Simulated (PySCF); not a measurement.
Removing an electron from `OB(O)C1=C[C@@H](F)CC1`

C5H8BFO2.
Cartesian coordinates in Å at the PBE0-D3(BJ)/def2-SVP level; atoms count from 1:
```xyz
17
C5H8BFO2 angstrom
O      2.7245    0.2888   -0.9990
B      1.9693    0.5231    0.1047
O      2.5580    1.1186    1.1820
C      0.4616    0.0989    0.0656
C     -0.3838    0.0608    1.1099
C     -1.7383   -0.4617    0.7316
F     -2.7633    0.2823    1.2801
C     -1.7255   -0.3794   -0.7931
C     -0.2409   -0.3960   -1.1786
H      3.6322    0.5889   -0.8765
H      1.9438    1.2880    1.9018
H     -0.1489    0.3121    2.1496
H     -1.8729   -1.4971    1.1011
H     -2.3273   -1.1589   -1.2807
H     -2.1681    0.5972   -1.0465
H      0.1064   -1.4187   -1.4111
H     -0.0071    0.2078   -2.0689
```

Level: PBE0/def2-SVPD (PySCF). Frontier orbitals with their largest atomic shares (Löwdin; up to four atoms above 4 %):

| orbital | ε (eV) | main atoms |
| --- | --- | --- |
| HOMO−3 | -9.58 | F7 30 %, C6 17 %, C8 16 %, C9 8 % |
| HOMO−2 | -9.54 | O1 45 %, O3 34 %, B2 7 % |
| HOMO−1 | -9.10 | C4 18 %, F7 16 %, B2 12 %, C6 10 % |
| HOMO | -7.60 | ? |
| LUMO | -0.97 | C5 27 %, C4 26 %, B2 14 %, O1 6 % |
| LUMO+1 | -0.03 | B2 42 %, O3 13 %, O1 9 %, H11 9 % |
| LUMO+2 | 0.86 | O3 28 %, O1 20 %, H10 12 %, H11 11 % |

Q: What vertical ionisation energy does ΔSCF give, and how far is −ε(HOMO) from it?

A: ΔSCF: 9.55 eV (921 kJ/mol; threshold wavelength 130 nm); ⟨S²⟩ of the doublet left behind is 0.753, against 0.75 for a pure doublet. −ε(HOMO) is 7.60 eV, 1.95 eV below it. In exact Kohn–Sham theory the two would be equal; PBE0 (global hybrid, 25 % exact exchange) falls short of its own ΔSCF value by 20 %.

Q: On which atoms does the HOMO lie?

A: C5 (alkene CH carbon) 30 %, C4 (fully substituted alkene carbon) 28 %, C9 (allylic carbon) 9 %, C6 (sp3 C–F carbon) 7 %, so no atom holds as much as 40 %. The HOMO−1 lies 1.50 eV lower.

Q: What kinetic energy would electrons from this vertical process carry with Lyman-α light (10.199 eV)?

A: 10.20 − 9.55 = 0.65 eV.

Q: How many of the 10 lowest singlet excitations (vertical TDDFT, same level) lie below the ionisation energy?

A: All 10; they run from 6.01 to 7.96 eV.

Q: Shift the occupied levels rigidly so that −ε(HOMO) equals the ΔSCF value. What binding energies result?

A: The shift is +1.95 eV: HOMO 9.55, HOMO−1 11.05, HOMO−2 11.49, HOMO−3 11.53 eV. A rigid shift is only a rough guide to the deeper ionisations.

Q: With α = 78.8 au, estimate the like-pair dispersion coefficient by London's formula C6 = (3/4)α²I.

A: I = 0.3508 Eh, so C6 ≈ 1630 au, a rough estimate.

The structure is a single PBE0-D3(BJ)/def2-SVP conformer in the gas phase; no vibrational or solvent corrections.
